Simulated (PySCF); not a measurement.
AlBr4 (charge -1).
Structure used (PBE0-D3(BJ)/def2-SVP), in Å, numbered top down from 1:
```
atom  x, y, z in Å
Br1   -1.817   -0.921   -1.115
Al2    0.000    0.008   -0.007
Br3   -0.339    2.286    0.300
Br4    1.926   -0.319   -1.258
Br5    0.247   -1.049    2.046
```

Level of theory: PBE0-D3(BJ)/def2-SVP geometry optimisation, gas phase in PySCF.

Question: Which atoms are bound to Al2, and at what distances?

Answer: 4 atoms: Br4 2.320 Å, Br1 2.322 Å, Br5 2.323 Å, Br3 2.324 Å.

Question: List the angles at Al2.

Answer: 
```csv
angle,degrees,distance of the outer atoms (Å)
Br3–Al2–Br5,110.2,3.81
Br1–Al2–Br3,109.9,3.80
Br1–Al2–Br4,109.6,3.79
Br3–Al2–Br4,109.3,3.79
Br4–Al2–Br5,108.9,3.78
Br1–Al2–Br5,108.9,3.78
```

Question: What is the shape at Al2?

Answer: Tetrahedral: angles from 108.9° to 110.2°; τ4 = (360° − α − β)/141° = 0.99 with α and β the two widest (0 for a square, 1 for a tetrahedron). Differences among atoms that Td makes equivalent are scatter left by the optimiser.

Point group: Td (every atom within 0.08 Å of its image). Charge -1, singlet. Stationary, but not proved a minimum.
